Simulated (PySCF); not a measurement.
**How the method changes the constants of LaP**

State: triplet, about 0.1 electrons in the 4f shell (Mulliken). Set-up: basis La def2-TZVPP with ECP46, P def2-TZVPP; scalar-relativistic core potentials; PySCF 2.14. De refers to La (5d1 6s2) + P in their high-spin ground configurations, without counterpoise correction. The functionals are run spin-unrestricted. A positive dipole means La(−)P(+). Levels whose curve was spin-contaminated or gave no clean fit are not listed.

| Level | Re (Å) | ωe (cm⁻¹) | De (eV) | μ (D) |
| --- | --- | --- | --- | --- |
| UHF | 2.450 | 414 | n/a | -5.35 |
| UHF-CCSD | 2.434 | 429 | 2.60 | n/a |
| PBE | 2.439 | 400 | 3.36 | -4.64 |
| revPBE | 2.445 | 396 | 3.11 | -4.65 |
| BLYP | 2.470 | 383 | 3.13 | -4.72 |
| r²SCAN | 2.432 | 410 | 3.03 | -4.85 |
| r²SCANh | 2.425 | 416 | 2.96 | -4.96 |
| PBE0 | 2.419 | 420 | 3.12 | -4.99 |
| r²SCAN0 | 2.416 | 424 | 2.87 | -5.11 |
| LC-ωPBE | 2.397 | 445 | 2.92 | -5.59 |

The bond length runs from 2.397 Å (LC-ωPBE) to 2.470 Å (BLYP). De spans 2.60 eV (UHF-CCSD, coupled cluster) to 3.36 eV (PBE, GGA).

Correlated steps freeze 5 core orbitals. Spin–orbit coupling is left out, which matters for elements this heavy, above all for dissociation energies. Counting both spins, an empty level lies below a filled one in some of these solutions, because spin and occupation are held. The state is the lowest single determinant that the PBE0 search found; with open d or f shells the true ground state can be another one.

The whole job (state search and all levels along the bond) took about 7.4 min on 2 threads of Intel Xeon 6975P-C (shared host), peak memory 4.7 GiB.
